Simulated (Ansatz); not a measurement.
Coupled-cluster diagnostics for Au3⁺ (the lowest singlet isomer of a short search), Ansatz.

Geometry of the singlet (PBE0-D4/def2-TZVP):

```csv
atom,x (Å),y (Å),z (Å)
Au1,1.337,-0.718,-0.140
Au2,-0.789,-0.105,1.300
Au3,-0.549,0.823,-1.160
```

In the def2 sets Au takes a core potential; there is no spin–orbit coupling. Correlated methods freeze no core orbitals; core or outer-core shells of Au are correlated, in sets that lack core-valence functions. At PBE0-D4/def2-TZVP a singlet of charge 1 lies 2.57 eV below the triplet, each at its own geometry. At PBE0-D4/def2-TZVP a singlet of charge 1 lies 5.14 eV below the quintet, each at its own geometry. The structure comes from a short search, and lower isomers may exist.

Geometry of the charge 1 triplet (PBE0-D4/def2-TZVP):

```tsv
atom	x (Å)	y (Å)	z (Å)
Au1	0.124	-0.226	1.543
Au2	0.410	-1.024	-1.033
Au3	-0.534	1.250	-0.510
```

Geometry of the charge 1 quintet (PBE0-D4/def2-TZVP):

```
atom   x (Å)   y (Å)   z (Å)
 Au1  -0.491   1.062  -0.388
 Au2  -0.823  -1.492  -1.086
 Au3   1.314   0.430   1.475
```

(1) Estimate the CCSD(T) correlation energy, the shares of MP2 and (T), T1 and the reference's ⟨S²⟩ for: charge 1, singlet, own geometry in def2-TZVP; charge 1, triplet, own geometry in def2-TZVP; charge 1, quintet, own geometry in def2-TZVP; and the rough time on 4 threads of Arm Neoverse V1 on a shared host.

Answers

(1) 
```tsv
state	basis	correlation (eV)	MP2 share (%)	(T) share (%)	T1	⟨S²⟩ (pure)	wall time
charge 1, singlet, own geometry	def2-TZVP	-31.553	106.1	2.7	0.018	0.00 (0.00)	14 s
charge 1, triplet, own geometry	def2-TZVP	-31.474	105.8	2.7	0.042	2.05 (2.00)	92 s
charge 1, quintet, own geometry	def2-TZVP	-31.358	105.1	2.6	0.019	6.06 (6.00)	68 s
```
Customary marks for T1 are 0.02 (closed shells), 0.045 (open shells) and about 0.05 (3d metals). T1 exceeds 0.02 in 1 of 3 rows and 0.045 in 0; the higher it lies, the less the single-reference result can be trusted.
